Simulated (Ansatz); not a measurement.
Mulliken charges of `[CH2]1[SnH2][Te]1` from ωB97M-V/def2-TZVPP in Ansatz (PBE0-D4/def2-TZVP geometry).

```json
{"atom": "C1", "x (Å)": "-0.773", "y (Å)": "-0.463", "z (Å)": "-0.590", "charge (e)": "-0.554"}
{"atom": "Sn2", "x (Å)": "0.749", "y (Å)": "0.603", "z (Å)": "0.428", "charge (e)": "0.454"}
{"atom": "Te3", "x (Å)": "-0.148", "y (Å)": "-1.856", "z (Å)": "1.007", "charge (e)": "-0.132"}
{"atom": "H4", "x (Å)": "-0.549", "y (Å)": "-0.845", "z (Å)": "-1.579", "charge (e)": "0.168"}
{"atom": "H5", "x (Å)": "-1.796", "y (Å)": "-0.129", "z (Å)": "-0.466", "charge (e)": "0.168"}
{"atom": "H6", "x (Å)": "0.306", "y (Å)": "1.876", "z (Å)": "1.455", "charge (e)": "-0.052"}
{"atom": "H7", "x (Å)": "2.273", "y (Å)": "0.746", "z (Å)": "-0.301", "charge (e)": "-0.052"}
```

Problem. By hand: the dipole of these point charges (1 e Å = 4.8032 D).

Solution. Σ q r = (0.260, 0.475, -0.015) e Å, of length 0.542 e Å = 2.60 D.

Problem. How does the dipole of the full density compare? (Best estimate.)

Solution. Computed: (0.073, 0.401, -0.176) e Å, 2.13 D; the point charges give 1.22 times that, at 28° from its direction.

Point charges leave out the atoms' own dipoles, such as those of lone pairs, and Mulliken's split depends on the basis, so the two needn't agree.
